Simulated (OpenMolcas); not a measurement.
**Ta4+ in a point-charge field**

Ta4+ among 6 point charges of -1.7 e arranged as a trigonal antiprism (D3d), 1.97 Å from the ion, with a polar angle of 52.0° against the regular 54.74°.
```
   0.0000    1.5524    1.2129  -1.70
  -1.3444   -0.7762    1.2129  -1.70
   1.3444   -0.7762    1.2129  -1.70
   0.0000   -1.5524   -1.2129  -1.70
   1.3444    0.7762   -1.2129  -1.70
  -1.3444    0.7762   -1.2129  -1.70
```

```yaml
Program: OpenMolcas 26.06
Method: CASSCF
Basis: ANO-RCC-VTZP [8s7p5d3f2g1h]
Scalar_Hamiltonian: DKH2, point nucleus
Active_space: 1 electron in 5 orbitals (5d)
State_averaging: 2S+1 = 2 even, 5 roots
Spin-orbit_coupling: RASSI with atomic mean-field integrals over the reference wave functions
```

The lowest spin-free states (labels of D3, the rotations of D3d), above the lowest:

```json
{"State": "2E", "Degeneracy": "2", "E (cm-1)": "0.0", "Free-ion L (%)": "D (100)"}
{"State": "2A1", "Degeneracy": "1", "E (cm-1)": "3171", "Free-ion L (%)": "D (100)"}
{"State": "2E", "Degeneracy": "2", "E (cm-1)": "18564", "Free-ion L (%)": "D (100)"}
```

The lowest levels with spin-orbit coupling:

| E (cm-1) | Degeneracy | Label | 2S+1 | g |
| --- | --- | --- | --- | --- |
| 0.0 | 2 | E3/2 | 2 | 0.00 0.00 1.20 |
| 2460 | 2 | E1/2 | 2 | 0.79 0.79 1.81 |
| 5951 | 2 | E1/2 | 2 | 0.56 2.05 2.05 |
| 20834 | 2 | E1/2 | 2 | 0.74 0.74 1.64 |
| 21621 | 2 | E3/2 | 2 | 0.00 0.00 3.06 |

Powder χT (cm3 K/mol): 0.045 at 2 K, 0.0458 at 10 K, 0.05 at 50 K, 0.0552 at 100 K, 0.0656 at 200 K, 0.076 at 300 K. The effective moment at 300 K is 2.828 √(χT) = 0.78 μB.

The lowest level has 2S+1 = 2, for which the spin-only value is χT = S(S+1) / 2 = 0.375 cm3 K/mol (g = 2). The computed 0.076 at 300 K differs by -0.299, through orbital momentum, spin-orbit coupling and any other state in reach.

An orbital doublet at a regular site is open to a Jahn-Teller distortion, which this geometry leaves out. Point charges carry no covalency, so the field is a model and not that of real ligands. No measured value stands beside these numbers.

The RASSCF and RASSI steps took 5.3 s on 1 thread of Intel(R) Xeon(R) Platinum 8488C (Sapphire Rapids), with other jobs on the host; the integral step is not counted.
